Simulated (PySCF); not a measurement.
CHO$_{2}$, charge +1, singlet, at a GFN2-xTB geometry. Base run: B3LYP/cc-pVDZ run with PySCF.

Geometry (Å):
```xyz
4

O      1.2131    -0.1441    -0.0617
C      0.1089    -0.0006    -0.0218
O     -1.0674     0.0779     0.1188
H     -1.8186     0.5337    -0.3264
```
Charge +1, spin multiplicity 1.
All else is at PySCF's defaults.
Base energy -188.80856 Eh.

Each row names what was changed in the base input (with any setting that the change needs).

```
change                                ΔE vs base (µEh)  grid points  electrons on the grid
------------------------------------  ----------------  -----------  ---------------------
base                                               0.0        52096               22.00000
grids.radi_method = delley                         0.1        55048               22.00000
grids.level = 4                                    0.1       100840               22.00000
grids.prune = dft.gen_grid.sg1_prune               3.8        23416               21.99998
grids.level = 7                                    0.1       310104               22.00000
grids.atom_grid = (75, 302)                        0.0        57120               22.00000
grids.radi_method = mura_knowles                   0.0        49504               22.00000
grids.level = 2                                   -0.2        39000               22.00000
grids.level = 0                                   3401         3880               22.00181
grids.level = 5                                    0.1       152480               22.00000
grids.becke_scheme = stratmann                     0.0        52096               22.00000
```
